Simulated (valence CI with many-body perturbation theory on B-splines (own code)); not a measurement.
**Hyperfine factors and g values of Ir35+**

Calculated by configuration interaction combined with many-body perturbation theory (CI+MBPT): six valence electrons over a frozen Dirac-Fock core [Kr], a basis of 7 s, 7 p, 8 d, 6 f, 4 g, 1 h functions for each j, with the one-electron correlation potential Σ1 (screened to all orders), the two-electron term Σ2, the three-electron term Σ3, Breit, model QED; selected single and double excitations, second order for the rest, scaled by the run's own slope (own B-spline code, finite nucleus).

The last digits are not significant, and no measured levels were compared; by estimate large intervals hold to a few tenths of a per cent, small ones and those within an open d or f shell to about a per cent. Core correlation moves these levels by up to 8800 cm⁻¹, and in measured spectra 5 to 20 % of such shifts remained as error; rates that hang on mixing are uncertain with them. Among the levels kept, up to 730 cm⁻¹ of a level comes from second order outside the variational space, and about a tenth of that is noise between levels of different J, which matters for small intervals. Only levels of the ground parity were solved; by the run's estimate the other parity begins above the list, which can be wrong where configurations are misplaced.

A/g_I is the dipole constant over the nuclear g factor μ/I (μ in nuclear magnetons, uniformly magnetised nucleus), B/Q the quadrupole constant per barn. Both hold the static response of the core; the bare values leave it out. Large factors of s and p1/2 electrons are usually good to 5 to 10 %; those of open d and f shells near neutrality can be off by tens of per cent, and small factors of p3/2, d and f electrons come from cancelling terms and can be off by a factor of two or in sign, in half-filled shells by more. B is blank for J = 1/2, where it vanishes, and for nearly pure S terms. Energies count from the lowest level. Levels with J = 0 are left out.

Levels are named by their leading jj configuration (3d3/2^4 stands for four electrons in 3d with j = 3/2), which in mixed levels can hold well under half, so a name can repeat and another be missing. Letters in brackets count levels of one name in rising energy.

| Level | E (cm⁻¹) | g | A/g_I (MHz) | A/g_I bare | B/Q (MHz/b) | B/Q bare |
| --- | --- | --- | --- | --- | --- | --- |
| (4d3/2^4 4d5/2^2) J=4 | 0 | 1.264 | 10100 | 10700 | 20100 | 19300 |
| (4d3/2^4 4d5/2^2) J=2 | 22874 | 1.284 | 9930 | 10500 | -11200 | -10700 |
| (4d3/2^3 4d5/2^3) J=3 [a] | 147940 | 1.367 | 5650 | 6490 | 841 | 770 |
| (4d3/2^3 4d5/2^3) J=4 [a] | 155810 | 1.174 | 11200 | 11500 | 17600 | 17000 |
| (4d3/2^3 4d5/2^3) J=1 [a] | 163080 | 1.304 | 10100 | 10800 | -7410 | -7090 |
| (4d3/2^3 4d5/2^3) J=5 | 182380 | 1.130 | 13700 | 13900 | 9770 | 9460 |
| (4d3/2^3 4d5/2^3) J=6 | 184650 | 1.109 | 15400 | 15400 | -19400 | -18800 |
| (4d3/2^3 4d5/2^3) J=2 [a] | 201190 | 0.971 | 19100 | 18800 | -14700 | -14100 |
| (4d3/2^3 4d5/2^3) J=3 [b] | 206170 | 1.056 | 17000 | 17000 | 5380 | 5100 |
| (4d3/2^3 4d5/2^3) J=1 [b] | 245460 | 1.174 | 8140 | 8410 | 15100 | 14600 |
| (4d3/2^3 4d5/2^3) J=2 [b] | 246910 | 1.127 | 14300 | 14500 | 25200 | 24300 |
| (4d3/2^3 4d5/2^3) J=4 [b] | 248680 | 1.048 | 17400 | 17300 | -15000 | -14500 |
| (4d3/2^3 4d5/2^3) J=3 [c] | 255590 | 1.066 | 17000 | 17000 | -23700 | -22800 |
| (4d3/2^2 4d5/2^4) J=2 [a] | 318370 | 1.444 | 704 | 1770 | -4120 | -3950 |
| (4d3/2^2 4d5/2^4) J=4 [a] | 340500 | 1.099 | 14600 | 14700 | 3010 | 2990 |
| (4d3/2^2 4d5/2^4) J=3 [a] | 349140 | 1.202 | 10100 | 10500 | -8740 | -8420 |
| (4d3/2^2 4d5/2^4) J=5 | 354490 | 1.095 | 15700 | 15800 | -14300 | -13700 |
| (4d3/2^2 4d5/2^4) J=6 | 367940 | 1.050 | 17200 | 17100 | -20500 | -19700 |
| (4d3/2^2 4d5/2^4) J=3 [b] | 372100 | 0.969 | 19900 | 19500 | 504 | 498 |
| (4d3/2^2 4d5/2^4) J=1 | 379620 | 1.011 | 19000 | 18800 | -7070 | -6820 |
| (4d3/2^2 4d5/2^4) J=4 [b] | 389900 | 1.050 | 17800 | 17700 | -290 | -327 |
| (4d3/2^2 4d5/2^4) J=2 [b] | 391330 | 1.050 | 17400 | 17300 | -14100 | -13600 |
| (4d3/2^2 4d5/2^4) J=2 [c] | 427390 | 0.875 | 23500 | 22900 | -319 | -276 |
| (4d3/2^2 4d5/2^4) J=4 [c] | 440680 | 1.159 | 12400 | 12700 | -21000 | -20200 |
| (4d3/2^2 4d5/2^4) J=2 [d] | 495480 | 1.023 | 17900 | 17700 | 23400 | 22500 |
| (4d3/2 4d5/2^5) J=1 | 510560 | 1.497 | -2980 | -1750 | -4220 | -4040 |
| (4d3/2 4d5/2^5) J=4 | 553300 | 1.029 | 17900 | 17800 | -7880 | -7450 |
| (4d3/2 4d5/2^5) J=2 | 568670 | 1.194 | 11900 | 12200 | -25200 | -24400 |
| (4d3/2 4d5/2^5) J=3 | 574590 | 1.066 | 16400 | 16300 | -22700 | -21900 |

Question: Take the isotope of mass number 191, with I = 3/2, μ = 0.1502 μN and Q = 0.816 b. What is the hyperfine structure of (4d3/2^3 4d5/2^3) J=5?

Answer: From the table A = 1370 MHz, B = 7970 MHz. Shifts from the centre of gravity in MHz: F = 7/2: -8880, F = 9/2: -7890, F = 11/2: -1820, F = 13/2: 12300.
